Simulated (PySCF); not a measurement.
H3BF2OSi, singlet, at a GFN2-xTB geometry; DF-HF/cc-pVDZ in PySCF.

Input for PySCF:
```python
from pyscf import gto, scf

mol = gto.M(
    atom='''
B     0.03212380    0.15148228    0.96487302
F    -0.37999787   -0.40855276    2.08916158
F     0.71151973    1.28120286    1.12692345
O    -0.21617717   -0.37425543   -0.19592019
Si   -0.08662037   -0.32906418   -1.82671196
H     0.66196920    0.85444301   -2.24621487
H    -1.48111982   -0.29210331   -2.25638954
H     0.61693740   -1.57266006   -2.12519706
''',
    basis='cc-pvdz',
    verbose=4,
    max_memory=1800,
)

mf = scf.RHF(mol)
mf = mf.density_fit(auxbasis='def2-universal-jkfit')
mf.kernel()
```

The log (banner, timings and long lists left out):

```
PySCF version 2.14.0

[INPUT] verbose = 4
[INPUT] num. atoms = 8
[INPUT] num. electrons = 48
[INPUT] charge = 0
[INPUT] spin (= nelec alpha-beta = 2S) = 0
[INPUT] symmetry False subgroup None
[INPUT] Mole.unit = angstrom
[INPUT] Symbol           X                Y                Z      unit          X                Y                Z       unit  Magmom
[INPUT]  1 B      0.032123800000   0.151482280000   0.964873020000 AA    0.060705184080   0.286260021925   1.823345752782 Bohr   0.0
[INPUT]  2 F     -0.379997870000  -0.408552760000   2.089161580000 AA   -0.718091902218  -0.772052823835   3.947943216164 Bohr   0.0
[INPUT]  3 F      0.711519730000   1.281202860000   1.126923450000 AA    1.344577421924   2.421122515409   2.129576683850 Bohr   0.0
[INPUT]  4 O     -0.216177170000  -0.374255430000  -0.195920190000 AA   -0.408515645684  -0.707240263331  -0.370235501373 Bohr   0.0
[INPUT]  5 Si    -0.086620370000  -0.329064180000  -1.826711960000 AA   -0.163688776108  -0.621841177605  -3.451985312867 Bohr   0.0
[INPUT]  6 H      0.661969200000   0.854443010000  -2.246214870000 AA    1.250940490897   1.614663277949  -4.244730921226 Bohr   0.0
[INPUT]  7 H     -1.481119820000  -0.292103310000  -2.256389540000 AA   -2.798910817465  -0.551995255979  -4.263958260933 Bohr   0.0
[INPUT]  8 H      0.616937400000  -1.572660060000  -2.125197060000 AA    1.165842722001  -2.971896800442  -4.016040404131 Bohr   0.0

nuclear repulsion = 220.160721661998
number of shells = 34
number of NR pGTOs = 166
number of NR cGTOs = 89
basis = cc-pvdz
ecp = {}

******** <class 'pyscf.df.df_jk.DFRHF'> ********
method = DFRHF
initial guess = minao
damping factor = 0
level_shift factor = 0
DIIS = <class 'pyscf.scf.diis.CDIIS'>
diis_start_cycle = 1
diis_space = 8
diis_damp = 0
SCF conv_tol = 1e-09
SCF conv_tol_grad = None
SCF max_cycles = 50
direct_scf = False
Set gradient conv threshold to 3.16228e-05
Initial guess from minao.
******** <class 'pyscf.df.df.DF'> ********
auxbasis = def2-universal-jkfit
init E= -589.865714072685
  HOMO = -0.386900410763567  LUMO = 0.0538397460419748  gap/eV = 11.99315
cycle= 1 E= -589.220675960185  delta_E= 0.645  |g|= 0.709  |ddm|= 2.34
  HOMO = -0.484590382510315  LUMO = 0.102759521555178  gap/eV = 15.98260
cycle= 2 E= -589.305917378495  delta_E= -0.0852  |g|= 0.355  |ddm|= 0.679
  HOMO = -0.49609650802069  LUMO = 0.115193898472906  gap/eV = 16.63406
cycle= 3 E= -589.326638259496  delta_E= -0.0207  |g|= 0.0487  |ddm|= 0.197
  HOMO = -0.486483787363986  LUMO = 0.124311658727303  gap/eV = 16.62059
cycle= 4 E= -589.327358484427  delta_E= -0.00072  |g|= 0.00938  |ddm|= 0.0527
  HOMO = -0.487895899223822  LUMO = 0.12365199728069  gap/eV = 16.64107
cycle= 5 E= -589.327387345185  delta_E= -2.89e-05  |g|= 0.00309  |ddm|= 0.0119
  HOMO = -0.487902749967658  LUMO = 0.123525192598304  gap/eV = 16.63780
cycle= 6 E= -589.327389888667  delta_E= -2.54e-06  |g|= 0.00109  |ddm|= 0.00312
  HOMO = -0.487983787880493  LUMO = 0.123472009955415  gap/eV = 16.63856
cycle= 7 E= -589.327390276412  delta_E= -3.88e-07  |g|= 0.000172  |ddm|= 0.00136
  HOMO = -0.487943349021773  LUMO = 0.123501198001906  gap/eV = 16.63825
cycle= 8 E= -589.327390293379  delta_E= -1.7e-08  |g|= 4.61e-05  |ddm|= 0.000285
  HOMO = -0.48794582844036  LUMO = 0.123495945067479  gap/eV = 16.63818
cycle= 9 E= -589.327390294483  delta_E= -1.1e-09  |g|= 1.14e-05  |ddm|= 7.41e-05
  HOMO = -0.487945114315655  LUMO = 0.123495814455583  gap/eV = 16.63816
cycle= 10 E= -589.327390294558  delta_E= -7.53e-11  |g|= 3.46e-06  |ddm|= 2.11e-05
  HOMO = -0.487945323620616  LUMO = 0.123495631233979  gap/eV = 16.63816
Extra cycle  E= -589.327390294561  delta_E= -2.73e-12  |g|= 1.8e-06  |ddm|= 4.01e-06
converged SCF energy = -589.327390294561
```
